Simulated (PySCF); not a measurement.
How methods differ on the excitation energy of Be

Be [He] 2s2 (1S) → Be [He] 2s1 3s1 (3S), as a difference of total energies. Computed with PySCF 2.14 in x2c-QZVPPall with one added diffuse shell each of s, p type (8s5p2d1f, 40 functions), with the spin-free X2C one-electron Hamiltonian (Gaussian nucleus). Correlated levels: valence and next inner shell: nothing frozen. The calculations carry no spin-orbit coupling.

| method | excitation energy (cm⁻¹) | error (cm⁻¹) |
| --- | --- | --- |
| UHF | 43018 | -9063 |
| MP2 (valence and next inner shell) | 48997 | -3084 |
| SCS-MP2 (valence and next inner shell) | 50497 | -1584 |
| CCSD (valence and next inner shell) | 51907 | -174 |
| CCSD(T) (valence and next inner shell) | 51981 | -100 |
| CCSDT (valence and next inner shell) | 51985 | -96 |

Reference: 52081 cm⁻¹ (measured; NIST levels).

Errors of the correlated levels include the incompleteness of this basis.
